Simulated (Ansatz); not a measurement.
System: AlH2 (charge +1, singlet). 
Geometry from a B3LYP-D3(BJ)/def2-TZVP (Ansatz, a quantum-chemistry and plane-wave program) optimisation:
SMILES: [AlH2+]
```xyz
3

Al     0.0000     0.0000     0.0000
H      0.0000     0.0000     1.5491
H      0.0000     0.0000    -1.5491
```
Charge +1, spin multiplicity 1.

Basis-set convergence of Hartree-Fock and MP2 correlation energies (hartree) with Ansatz. Cores are frozen in the correlated levels unless marked. No spin-orbit coupling. Non-relativistic.

```csv
basis,functions,E(HF),"E(corr, MP2)"
cc-pV(D+d)Z,33,-242.78177,-0.05047
cc-pV(T+d)Z,67,-242.78986,-0.06074
cc-pV(Q+d)Z,124,-242.79188,-0.06474
cc-pV(5+d)Z,210,-242.79243,-0.06627
```

Extrapolating the two largest sets (X = 4 and 5) as X^-3: E(corr) = (125·(-0.06627) - 64·(-0.06474))/61 = -0.0679 Eh, an estimate of the basis-set limit. The largest set recovers 97.6 % of it, the smallest 74.4 %.
